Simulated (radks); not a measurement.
Spherical quantum dot in the effective-mass picture: electrons in a parabolic well V = omega^2 r^2 / 2 with omega = 0.0903, with a point charge +1 (a donor) at the centre, all in effective atomic units (hartree* = m*/eps^2 hartree, bohr* = eps/m* bohr), one dielectric constant everywhere. Calculated with a radial shooting solver with Libxc functionals: non-relativistic Kohn-Sham, LDA (Slater exchange, Perdew-Wang correlation), spin-polarised, spherical densities. Levels are named by radial order and angular momentum (1s, 1p, 1d, 2s, ...), and open shells are averaged over m.

N = 14, configuration 1s2 1p6 1d(up 4, down 0) 2s2. This is the lowest configuration that the search found (a dilute case). Occupied and some empty levels:

level,occupation,eigenvalue (hartree*),<r> (bohr*)
1s up,1,1.5251,4.268
1s down,1,1.5282,3.542
1p up,3,1.5644,8.846
2s up,1,1.5660,7.104
2s down,1,1.5750,7.742
1p down,3,1.5766,8.816
1d up,4,1.5935,9.483
1d down,0,1.6060,9.519
1f up,0,1.6300,10.03
1f down,0,1.6422,10.10
2p up,0,1.6681,8.465
1g up,0,1.6725,10.53
2p down,0,1.6755,8.452
1g down,0,1.6841,10.62

Energy (hartree*): total 11.6621, kinetic 1.1428, external 1.4622, Hartree 10.878, exchange-correlation -1.8209.

Electron density:

r (bohr*),n(r) (e/bohr*^3)
0.786,0.07765
2.10,0.01012
3.41,0.002403
4.72,0.001518
6.04,0.001888
7.35,0.002317
8.66,0.002266
9.97,0.001650
11.3,0.0008485
12.6,0.0002987
13.9,0.00007074
15.2,0.00001118
16.5,1.224e-06
